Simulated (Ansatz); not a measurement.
Consider the silylene formation by 1,1-elimination: `N[SiH2]CF` → `NCF` + `[SiH2]`.

Gas-phase electronic energies from Ansatz, PBE0-D4/def2-TZVP geometries. CCSD(T)/CBS adds triple-zeta CCSD(T) − MP2 to the extrapolated MP2 energy (def2 sets, frozen cores). This one scheme is used for every species. DFT in def2-TZVPP. B3LYP here is the variant with VWN-RPA as its local correlation; programs differ in this. Each species was taken in one conformer, which may not be the lowest.

`N[SiH2]CF`:

```xyz
10

N     0.042   -0.151    1.609
Si   -0.224    0.683    0.131
C     0.342   -0.451   -1.271
F    -0.387   -1.643   -1.218
H     0.019    0.351    2.481
H    -0.346   -1.075    1.718
H    -1.637    1.071   -0.152
H     0.604    1.919    0.136
H     0.183    0.000   -2.256
H     1.403   -0.704   -1.178
```

`NCF`:

```xyz
7

N     0.461    0.289    0.709
C    -0.260    0.084   -0.476
F    -0.623   -1.256   -0.693
H    -0.069    0.052    1.535
H     1.345   -0.199    0.719
H    -1.193    0.651   -0.453
H     0.340    0.379   -1.339
```

`[SiH2]`:

Z-matrix (Å, degrees):
```
Si
H 1 1.525
H 1 1.525 2 91.2
```

| level | ΔE (kcal/mol) | difference from CCSD(T)/CBS |
| --- | --- | --- |
| PBE-D4 | 68.1 | -1.8 |
| B97M-V | 68.1 | -1.8 |
| PBE0-D4 | 70.5 | 0.6 |
| B3LYP-D4 | 68.1 | -1.8 |
| CAM-B3LYP-D4 | 70.0 | 0.1 |
| ωB97M-V | 68.5 | -1.4 |
| revPBE | 62.8 | -7.1 |
| BLYP | 61.7 | -8.2 |
| PBE0 | 69.0 | -0.9 |
| r2SCAN0 | 73.5 | 3.6 |
| HF/def2-SVP | 59.3 | -10.6 |
| MP2/def2-SVP | 65.2 | -4.7 |
| SCS-MP2/def2-TZVPP | 69.8 | -0.1 |
| CCSD/def2-TZVPP | 66.6 | -3.3 |
| HF/def2-QZVPP | 65.5 | -4.4 |
| HF/CBS(def2) | 65.6 | -4.3 |
| CCSD(T)/CBS | 69.9 | 0 |

Largest T1 diagnostic among the species: 0.014.

In def2-TZVPP, CCSD(T) changes the Hartree–Fock value by +2.3 kcal/mol (the triples alone add +0.7 kcal/mol) and MP2 by +7.6 kcal/mol. At CCSD(T), def2-SVP lies −10.4 kcal/mol from the extrapolated value and def2-TZVPP −2.6 kcal/mol. Leaving LDA and LC-ωPBE aside and taking each functional with its dispersion term where it has one, the values, not all of them listed here, spread over 8.6 kcal/mol, from BLYP-D4 to r2SCAN0-D4. LDA lies +7.1 kcal/mol from PBE without D4.
